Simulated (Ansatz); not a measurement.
Spectroscopic constants of ClO+, multiplicity 3 (lowest of 2S+1 = 1, 3, 5 at CCSD(T)/def2-TZVPP on PBE0 minima; our sources give no spin for the ground state, which may be another).

Constants: fifth-degree fit in 1/R to seven points, most abundant isotopes. Runs in def2 and cc sets follow the lowest solution found near the PBE0 minimum.

Correlated levels freeze the cores.

The values were computed with Ansatz (a quantum-chemistry and plane-wave program). 

Energies at CCSD(T)/aug-cc-pV(Q+d)Z:

```csv
R (Å),E (hartree)
1.364166,-534.37923612
1.400837,-534.38759922
1.434575,-534.39194035
1.472713,-534.39375617
1.510851,-534.39297395
1.554856,-534.38959600
1.606195,-534.38320297
```

Question: With a reduced mass of 10.9749 u, find the minimum, the force constant and the constants.

Answer: A fifth-degree polynomial in 1/R puts the minimum at r_e = 1.4789 Å with force constant 745 N/m. Then ω_e = (1/2πc)√(k/μ) = 1073 cm⁻¹ and B_e = h/(8π²cμr_e²) = 0.7023 cm⁻¹; the cubic and quartic terms give α_e = 0.0061 and ω_e x_e = 6.8 cm⁻¹.

Doubts at one or more of the structures used: T1 above 0.05 (CCSD(T)/aug-cc-pV(Q+d)Z).
